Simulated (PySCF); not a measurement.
Mapped SMILES: `[NH2:1][SiH2:2][C:3](=[O:4])[NH:5][CH2:6][SiH3:7]`; H(Xn) means a hydrogen on atom n.

Computed data (PySCF 2.14.0 with density-fitted response routines): GFN2-xTB geometry, NMR shieldings at PBE0/pcSseg-1/GIAO. A single conformation, gas phase, non-relativistic, rapidly exchanging positions averaged.

Chemical shifts δ = σref − σ; 13C (σ = 186.93 ppm) and 1H (σ = 31.72 ppm) and 29Si (σ = 349.16 ppm) vs TMS; NH3 for 15N (σ = 267.73 ppm); 17O (σ = 336.08 ppm) against H2O, all at this level.

| atoms | nucleus | count | δ (ppm) |
| --- | --- | --- | --- |
| N1 | 15N | 1 | -4.8 |
| Si2 | 29Si | 1 | -58.8 |
| C3 | 13C | 1 | ? |
| H(N1) | 1H | 2 | ? |
| H(Si7) | 1H | 3 | 4.63 |
| C6 | 13C | 1 | ? |
| Si7 | 29Si | 1 | -98.4 |
| H(Si2) | 1H | 2 | ? |
| O4 | 17O | 1 | 410.6 |
| H(C6) | 1H | 2 | 2.52 |
| H(N5) | 1H | 1 | 5.41 |
| N5 | 15N | 1 | 149.1 |

Problem. Complete the table.

Solution. 
- C3: 187.2 ppm, carbonyl carbon
- C6: 25.0 ppm, sp3 CH2 bonded to N and Si
- H(Si2): 4.88 ppm, hydrogen on a silicon bonded to C, N
- H(N1): 0.53 ppm, hydrogen on a nitrogen bonded to Si; exchangeable, gas-phase position

OH and NH positions are those of a molecule without intermolecular hydrogen bonds; in solution they move with solvent, concentration and temperature, and exchange usually removes their couplings. Shifts are as computed. Against solution values, carbons near 30 ppm lie about +3 ppm off and those near 130 ppm about +5 ppm. Of 1309 compounds with measured shifts, 239 miss one by over three times the rms of a fit or turn the order of signals round; such compounds aren't used in these exercises. Hydrogen bonding in solution shields acid and N–H amide carbonyl oxygens by tens of ppm. The C=O carbon of an acid or of an amide with N–H lies up to 10 ppm further downfield in solution, through hydrogen bonding that the calculation lacks. Unscaled 17O shifts of doubly bonded oxygen tend to come out too high, by tens of ppm or more. Experimental scales use liquid or dissolved standards, which lie at an offset from isolated NH3 (liquid NH3: subtract about 20 ppm) and H2O (liquid H2O: subtract about 36 ppm).
